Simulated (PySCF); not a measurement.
Job for PySCF: D3(BJ) and D4 dispersion corrections on FH3PbSi (SMILES [F][Pb][SiH3]), a point of a torsion scan.

```python
from pyscf import gto
from pyscf.dispersion import dftd3, dftd4

mol = gto.M(
    atom='''
    F     2.72370911    0.75900222   -0.06194404
    Pb    1.77764808   -1.13417152    0.03321936
    Si   -0.68878291   -0.05656208    0.01290769
    H    -1.34150943   -0.09100947   -1.30254426
    H    -0.82145933    1.32788135    0.45003937
    H    -1.64497773   -0.78953933    0.85918595
    ''',
    basis='def2-svp',
    charge=0, spin=0, verbose=0, max_memory=1800)
d3, d4 = {}, {}
for xc in ['hf', 'pbe', 'blyp', 'revpbe', 'tpss', 'r2scan', 'b3lyp', 'pbe0', 'bhlyp', 'camb3lyp', 'b2plyp']:
    d3[xc] = float(dftd3.DFTD3Dispersion(mol, xc=xc, version='d3bj', atm=False).get_dispersion()['energy'])
    print(f'D3(BJ) {xc:10s} {d3[xc]:14.8f} Eh')
for xc in ['hf', 'pbe', 'blyp', 'revpbe', 'tpss', 'r2scan', 'b3lyp', 'pbe0', 'bhlyp', 'camb3lyp', 'b2plyp']:
    d4[xc] = float(dftd4.DFTD4Dispersion(mol, xc={'camb3lyp': 'cam-b3lyp'}.get(xc, xc), atm=True).get_dispersion()['energy'])
    print(f'D4     {xc:10s} {d4[xc]:14.8f} Eh')
```

It printed:

```
D3(BJ) hf            -0.03440814 Eh
D3(BJ) pbe           -0.00406300 Eh
D3(BJ) blyp          -0.00963189 Eh
D3(BJ) revpbe        -0.00930508 Eh
D3(BJ) tpss          -0.00544072 Eh
D3(BJ) r2scan        -0.00112028 Eh
D3(BJ) b3lyp         -0.00815794 Eh
D3(BJ) pbe0          -0.00385846 Eh
D3(BJ) bhlyp         -0.00761883 Eh
D3(BJ) camb3lyp      -0.00412714 Eh
D3(BJ) b2plyp        -0.00449166 Eh
D4     hf            -0.01370114 Eh
D4     pbe           -0.00439300 Eh
D4     blyp          -0.00927629 Eh
D4     revpbe        -0.01073840 Eh
D4     tpss          -0.00584790 Eh
D4     r2scan        -0.00095322 Eh
D4     b3lyp         -0.00722851 Eh
D4     pbe0          -0.00375340 Eh
D4     bhlyp         -0.00692183 Eh
D4     camb3lyp      -0.00393458 Eh
D4     b2plyp        -0.00301900 Eh
```

The run finished.

Cost: around 0.020 core-seconds (rough).
